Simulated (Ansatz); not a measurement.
# singlet Be: levels of theory in one basis

A single Be atom.

Basis set: aug-cc-pVDZ (spherical functions). All electrons are correlated. Charge 0, multiplicity 1.

Computed with Ansatz (development build ahead of 0.2.0); each method stands on the lowest determinant of its kind that the runs found.

| method | E − E(RHF) (eV) | <S²> of the determinant |
| --- | --- | --- |
| RHF | 0.00 | 0.00 |
| UHF | -0.01 | 0.12 |
| RHF-MP2 | -0.72 | – |

Q: What does UHF-MP2 give on the same scale?

A: -0.64 eV.

Q: Is a single determinant a sound starting point here?

A: Only with care. Unrestricted orbitals gain 0.01 eV and <S²> is 0.12 against 0.00 for a pure state, so spin symmetry breaks but gains little energy; restricted orbitals can still serve.

Caution for UHF, UHF-MP2: the unrestricted determinant is spin contaminated.
